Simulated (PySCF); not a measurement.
Nb(Cl)4(Me) (CH₃Cl₄Nb), SMILES [CH3][Nb]([Cl])([Cl])([Cl])[Cl], multiplicity 1.

Geometry: B3LYP-D3(BJ)/def2-SVP. The multiplicity is an assumed one; no other spin state was optimised. The structure was generated by enumeration; whether it is a known compound was not checked. The def2 effective core potentials stand for the cores of Nb; spin–orbit coupling is left out.

Vertical ionisation energy (IE) and electron affinity (EA) in eV. Rows of orbital energies are one-electron estimates. Where ΔSCF, EOM or ADC give a negative EA the extra electron is unbound and the value depends on the basis.

```json
[
 {"level": "−ε(HOMO), −ε(LUMO), ωB97X/def2-TZVP (PySCF)", "IE": "11.26", "EA": "2.00"},
 {"level": "−ε(HOMO), −ε(LUMO), PBE/def2-TZVP (PySCF)", "IE": "[?]", "EA": "[?]"}
]
```

Question: Complete the blanks. (The exact figures need the calculation; the answer reports its results.)

Answer: 
- −ε(HOMO), −ε(LUMO), PBE/def2-TZVP (PySCF), IE: 7.53
- −ε(HOMO), −ε(LUMO), PBE/def2-TZVP (PySCF), EA: 4.62
